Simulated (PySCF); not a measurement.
HBrF2Si (SMILES F[SiH](F)Br), singlet, geometry from GFN2-xTB, atoms displaced at random by about 0.08 Å a coordinate. Base run: PySCF with TPSS/6-31G, gradient.

The PySCF input:
```python
from pyscf import gto, scf, dft

mol = gto.Mole()
mol.atom = '''
    Si   -1.01764236   -0.06952870    0.28723989
    F    -1.42402944   -1.13770962   -0.53919581
    F    -1.49529670    1.40087396   -0.38242707
    Br    1.21882725    0.09255162   -0.03349411
    H    -1.35584075   -0.02497190    1.82417532
'''
mol.basis = '6-31g'
mol.verbose = 3
mol.build()

mf = dft.RKS(mol)
mf.xc = 'tpss'
mf.kernel()
g = mf.nuc_grad_method()
grad = g.kernel()
```

The coordinate followed is z of atom 3.

The base run was repeated with changes; each row names its change, and settings that it needs were set with it.

| change | dE/dx (Eh/bohr) | net force (Eh/bohr) |
|---|---|---|
| base | 0.000133 | 0.000206 |
| finite difference step (bohr) = 1e-5; conv_tol = 1e-11 | 0.000066 | - |
| conv_tol = 1e-4 | 0.000105 | 0.000206 |
| grids.level = 0; grid_response = off | -0.006755 | 0.014589 |
| grids.level = 1; grid_response = on | 0.000077 | 0.000000 |
| finite difference step (bohr) = 0.05; conv_tol = 1e-11 | 0.000059 | - |
| conv_tol = 1e-11 | 0.000133 | 0.000206 |
| finite difference step (bohr) = 1e-3; conv_tol = 1e-11 | 0.000066 | - |
| grids.level = 0; grid_response = on | -0.002253 | 0.000000 |
| grid_response = on | 0.000066 | 0.000000 |
| finite difference step (bohr) = 0.2; conv_tol = 1e-11 | -0.000063 | - |
| grids.level = 5; grid_response = off | 0.000110 | 0.000048 |

The net force is zero for an exact gradient.
